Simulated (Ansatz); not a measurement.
Al(Me)(OH)(SiH3) (CH₇AlOSi), SMILES [CH3][Al]([OH])[SiH3].

Coordinates come from a r2SCAN-D4/def2-SVP optimisation. One conformer was computed; it need not be the lowest.

Two levels are set side by side: PBE/def2-SVPD (Ansatz, a quantum-chemistry and plane-wave program) and CAM-B3LYP/def2-SVPD (Ansatz). Energy differences of separate SCF runs at the same geometry; the states with an electron removed or added have multiplicity 2 and 2. Differences are taken from unrounded values.

```tsv
quantity	CAM-B3LYP	PBE	PBE minus CAM-B3LYP
vertical ionisation energy (eV)	9.44	9.01	-0.43
vertical singlet–triplet gap (eV)	4.52	4.02	-0.50
```
